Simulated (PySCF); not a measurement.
A structure optimised at PBE-D3(BJ)/def2-SVP, used in a PySCF frequency run:

```
C
N 1 1.2940
O 1 1.3202 2 120.68
C 2 1.3311 1 122.91 3 180.00
N 4 1.1796 2 174.56 1 180.00
H 1 1.1103 2 125.20 4 0.00
Si 3 1.7547 1 118.71 6 180.00
H 7 1.4948 3 101.34 1 -180.00
H 7 1.4954 8 111.53 3 116.37
H 7 1.4954 8 111.53 9 127.26
```
Charge 0, spin multiplicity 1.

**Question.** Write its SMILES, formula and point group.

**Answer.** N#C/N=C/O[SiH3], C2H4N2OSi, Cs

**Question.** What are its rotational constants (standard atomic weights)?

**Answer.** 10.410, 1.3494, 1.2125 GHz
